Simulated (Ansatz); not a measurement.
`CC(=S)O[SiH2]O` → `O/C([SiH3])=C(\O)S`  (isomerisation)

Program: Ansatz. Geometries: PBE0-D4/def2-TZVP. ΔE: electronic, gas phase. CBS: MP2 limit from def2 TZ/QZ plus the TZ coupled-cluster correction, frozen cores. Functionals use def2-TZVPP. B3LYP here is the variant with VWN-RPA as its local correlation; programs differ in this. One conformer a species, not always the lowest.

```tsv
level	ΔE (kcal/mol)	difference from CCSD(T)/CBS
PBE-D4	64.8	-8.0
r2SCAN-D4	71.1	-1.7
PBE0-D4	67.6	-5.2
B3LYP-D4	71.6	-1.2
ωB97X-V	70.5	-2.3
ωB97M-V	71.5	-1.3
B2PLYP	74.2	1.4
PBE	65.1	-7.7
r2SCAN	71.1	-1.7
PBE0	67.9	-4.9
B3LYP	72.2	-0.6
HF/def2-TZVPP	79.4	6.6
MP2/def2-TZVPP	75.3	2.5
SCS-MP2/def2-TZVPP	74.9	2.1
CCSD/def2-TZVPP	73.6	0.8
CCSD(T)/def2-TZVPP	72.7	-0.1
HF/def2-QZVPP	79.9	7.1
MP2/def2-QZVPP	75.5	2.7
SCS-MP2/def2-QZVPP	75.1	2.3
HF/CBS(def2)	79.9	7.1
MP2/CBS(def2)	75.4	2.6
CCSD/CBS(def2)	73.7	0.9
CCSD(T)/CBS	72.8	0
```

Largest T1 diagnostic among the species: 0.015.

From PBE to PBE0 (25 % exact exchange), in def2-TZVPP and without D4, ΔE moves by +2.7 kcal/mol. In def2-TZVPP, CCSD(T) changes the Hartree–Fock value by −6.7 kcal/mol (the triples alone add −0.9 kcal/mol) and MP2 by −4.1 kcal/mol.
